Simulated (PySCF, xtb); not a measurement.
dibromo-chloro-fluoromethane (CBr₂ClF), SMILES FC(Cl)(Br)Br.

GFN2-xTB in xtb 6.7.1 at its own geometry gives an orbital gap of 3.89 eV and a dipole moment of 2.45 D.

Coordinates come from a B3LYP-D3(BJ)/def2-SVP optimisation.

What does PBE/def2-TZVP (PySCF) give? (Estimate from the structure and the level; the computed values follow.)

gap 4.02 eV (levels -7.14 and -3.12 eV), dipole 0.25 D.
